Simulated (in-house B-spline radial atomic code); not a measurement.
# Ionising Zr⁴⁺ with different functionals

Computed with a radial B-spline atomic code at the basis-set limit: four-component Dirac-Coulomb Hamiltonian, Fermi nucleus of rms radius 4.2694 fm, spin-restricted, spherical fractional occupations for the functionals. The ionisation energy is the difference of two self-consistent energies, [Ar] 3d10 4s2 4p6 → [Ar] 3d10 4s2 4p5, without Breit or QED terms; ε is the level of the shell that loses the electron (mean over j). The electron is taken from both j subshells in proportion to 2j + 1, so the result is a j average, not the step between ground levels.

Hybrids are left out here: with spherical fractional occupations of an open shell their exact exchange keeps a self-interaction that integer-occupation calculations don't have.

| method | rung | ΔSCF (eV) | -ε(4p) (eV) |
| --- | --- | --- | --- |
| LDA VWN5 | LDA | 81.13 | 72.95 |
| relativistic LDA | LDA | 81.10 | 72.92 |
| LDA PW92 | LDA | ? | ? |
| LDA exchange-only | LDA | 79.39 | 71.22 |
| PBE | GGA | 80.98 | 72.81 |
| PBEsol | GGA | ? | ? |
| BLYP | GGA | 80.78 | 72.60 |
| RPBE | GGA | 80.95 | 72.79 |
| PW91 | GGA | 81.07 | 72.89 |
| BP86 | GGA | 81.08 | 72.90 |
| AM05 | GGA | 80.97 | 72.79 |
| OLYP | GGA | 81.23 | 73.05 |

(1) What does PBEsol give?

(2) What does LDA PW92 give?

(3) How do they compare with the NIST value?

## Answers

(1) ΔSCF 80.97 eV, and -ε(4p) = 72.79 eV.

(2) ΔSCF 81.12 eV, and -ε(4p) = 72.94 eV.

(3) NIST lists 80.35 eV ± 0.007 (semi-empirical, ground level to ground level). Errors run from -0.96 to +0.88 eV; BLYP is closest (+0.43 eV), but part of that can be cancellation, since the calculations leave out Breit-QED terms, spin polarisation, the choice among j levels, multiplet and fine-structure energies.
